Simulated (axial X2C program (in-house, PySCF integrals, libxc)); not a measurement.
## Spin–orbit effects down a group: molecules with F (ions), MP2

All values come from calculations with an in-house all-electron X2C program for linear molecules (integrals from PySCF), spin-free (one-electron X2C) or two-component (2c: spin–orbit coupling with atomic mean-field Coulomb and Gaunt terms, which also bring small scalar terms), in Dyall basis sets with cores contracted in-house; open shells are unrestricted.

Basis sets: Be dyall-av3z, Ca dyall-acv3z, F dyall-av3z, Mg dyall-av3z, Sr dyall-acv3z. Frozen shells (counts by l): BeF⁻ F 1s, Be 1s, 10 electrons correlated; MgF⁻ Mg 2s1p, F 1s, 10 electrons correlated; CaF⁻ Ca 3s2p, F 1s, 10 electrons correlated; SrF⁻ Sr 4s3p1d, F 1s, 10 electrons correlated. Where the outer core of a metal is frozen, bonds come out longer and ionisation energies lower.

```tsv
molecule	spin-free state	Re (Å)	ωe (cm⁻¹)	De (eV)	2c state	Re 2c (Å)	ωe 2c (cm⁻¹)	De 2c (eV)
BeF⁻	M_S = 0, Λ = 0	1.419	1051.4	3.59	Ω = 0	1.419	1051.5	3.59
MgF⁻	M_S = 0, Λ = 0	1.836	570.2	2.54	Ω = 0	1.836	570.0	2.54
CaF⁻	M_S = 0, Λ = 0	2.059	482.3	3.06	Ω = 0	2.059	482.3	3.06
SrF⁻	M_S = 0, Λ = 0	2.184	414.0	3.03	Ω = 0	2.184	413.9	3.03
```

**Question.** Work out the shifts from the spin-free to the two-component result.

**Answer.** 

| molecule | 2c state | ΔRe (Å) | Δωe (cm⁻¹) | ΔDe (eV) |
| --- | --- | --- | --- | --- |
| BeF⁻ | Ω = 0 | 0.000 | 0.1 | 0.00 |
| MgF⁻ | Ω = 0 | 0.000 | -0.2 | 0.00 |
| CaF⁻ | Ω = 0 | 0.000 | 0.0 | 0.00 |
| SrF⁻ | Ω = 0 | 0.000 | -0.1 | 0.00 |

Shifts of one unit in the last digit are rounding.

Fragments in 2c: F- + Be, Mg + F-, Ca + F-, Sr + F-. Each entry is the lowest single determinant of a limited PBE0 search at one distance. De goes to single-determinant-based atoms at the same level (for ions the charge split of lowest energy) and is withheld (n/a) where an atom does not fit its ground term or J level. Main or longest-lived isotopes.
